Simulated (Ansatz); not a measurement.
`[OH][GeH2][GeH2][F]` + `O[SiH](O)O` → `[OH][GeH2][O][SiH](O)O` + `[F][GeH3]`  (cleavage of the Ge–Ge bond)

Computed with Ansatz on PBE0-D4/def2-TZVP structures; ΔE is electronic, products minus reactants. CBS: MP2 limit from def2 TZ/QZ plus the TZ coupled-cluster correction, frozen cores. Functionals use def2-TZVPP. For Ge outer-core shells are correlated without core-valence functions, which leaves a few kJ/mol of doubt a bond. Scalar relativity is left out up to krypton. One conformer a species, not always the lowest.

```
         level  ΔE (eV)
       ωB97X-V    -0.51
       ωB97M-V    -0.48
           PBE    -0.25
          PBE0    -0.32
 HF/def2-TZVPP    -0.64
MP2/def2-QZVPP    -0.53
  HF/CBS(def2)    -0.65
 MP2/CBS(def2)    -0.50
```

Q: What does CCSD(T)/CBS give? (Estimate.)

A: Ansatz gave: -0.48 eV. The listed levels differ from it by -0.03, 0.00, 0.23, 0.16, -0.16, -0.05, -0.17, -0.02 eV.

Largest T1 diagnostic among the species: 0.012.

In def2-TZVPP, CCSD(T) changes the Hartree–Fock value by +0.11 eV (the triples alone add −0.00 eV) and MP2 by +0.09 eV. The D4 term adds −0.06 eV with B3LYP and −0.04 eV with PBE0; it sums over pairs of atoms, weighted by their polarisabilities, and B3LYP, whose exchange is more repulsive, gets the larger term.

B3LYP here is the variant with VWN-RPA as its local correlation; programs differ in this.
